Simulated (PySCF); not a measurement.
Geometries of 2 isomers of C7H7Br, from PySCF 2.14.0, PBE0-D3(BJ)/def2-SVP geometry optimisation, gas phase. One conformer each, no zero-point energy, no frequencies.

**Question.** Which isomer lies lower at this level?
A.
```xyz
15
angstrom
C     -3.615    0.478   -0.239
C     -2.613   -0.372    0.475
C     -1.304   -0.219    0.420
C     -0.032   -0.067    0.366
C      1.241    0.071    0.307
C      2.547    0.210    0.259
C      3.483   -0.430   -0.710
Br     3.388    1.342    1.548
H     -4.313    0.939    0.480
H     -4.225   -0.136   -0.923
H     -3.132    1.274   -0.819
H     -3.004   -1.192    1.096
H      4.052    0.335   -1.262
H      4.212   -1.065   -0.181
H      2.924   -1.048   -1.426
```
B.
```xyz
15
angstrom
C     -3.000   -0.343    0.024
C     -1.506   -0.208    0.042
C     -0.680   -1.330    0.175
C      0.708   -1.219    0.162
C      1.289    0.039    0.015
Br     3.170    0.205    0.000
C      0.494    1.176   -0.116
C     -0.892    1.042   -0.100
H     -3.334   -1.204    0.620
H     -3.370   -0.494   -1.004
H     -3.492    0.558    0.418
H     -1.131   -2.319    0.294
H      1.338   -2.104    0.268
H      0.957    2.158   -0.225
H     -1.511    1.938   -0.200
```

**Answer.** B. That is `c1cc(Br)ccc1C` (p-bromotoluene), 85.7 kcal/mol below the other.

```csv
SMILES,atoms numbered as above,E (Eh),relative (kcal/mol),relative (kJ/mol),dipole (D)
Cc1ccc(Br)cc1,[CH3:1][c:2]1[cH:3][cH:4][c:5]([Br:6])[cH:7][cH:8]1,-2844.00786,0.0,0.0,2.13
CC=C=C=C=C(C)Br,[CH3:1][CH:2]=[C:3]=[C:4]=[C:5]=[C:6]([CH3:7])[Br:8],-2843.87126,85.7,358.6,2.16
```

As drawn, the lower has an aromatic ring, which the higher lacks; the higher has cumulated double bonds and a C=C bond outside aromatic rings, which the lower lacks.
